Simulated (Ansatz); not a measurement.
The same hydrolysis along the group C, Ge, Sn.

Isolated molecules relaxed with PBE0-D4/def2-TZVP in Ansatz; ΔE leaves out vibrations. CBS: MP2 limit from def2 TZ/QZ plus the TZ coupled-cluster correction, frozen cores. This one scheme is used for every species. DFT in def2-TZVPP. def2 core potentials past Kr. For Ge, Sn outer-core shells are correlated without core-valence functions, which leaves a few kJ/mol of doubt a bond. Scalar relativity is left out up to krypton. Each species was taken in one conformer, which may not be the lowest.

```json
{"reaction": "`OC(O)Cl` + H₂O → `OC(O)O` + HCl", "CCSD(T)/def2-SVP (kJ/mol)": "-43", "HF/CBS(def2) (kJ/mol)": "-34", "B2PLYP (kJ/mol)": "-21", "CCSD(T)/CBS(def2) (kJ/mol)": "-16"}
{"reaction": "`[OH][GeH]([OH])[Cl]` + H₂O → `[OH][GeH]([OH])[OH]` + HCl", "CCSD(T)/def2-SVP (kJ/mol)": "28", "HF/CBS(def2) (kJ/mol)": "35", "B2PLYP (kJ/mol)": "35", "CCSD(T)/CBS(def2) (kJ/mol)": "37"}
{"reaction": "`[OH][SnH]([OH])[Cl]` + H₂O → `[OH][SnH]([OH])[OH]` + HCl", "CCSD(T)/def2-SVP (kJ/mol)": "65", "HF/CBS(def2) (kJ/mol)": "74", "B2PLYP (kJ/mol)": "65", "CCSD(T)/CBS(def2) (kJ/mol)": "67"}
```

Largest T1 diagnostic: 0.014, for `[OH][SnH]([OH])[OH]`.
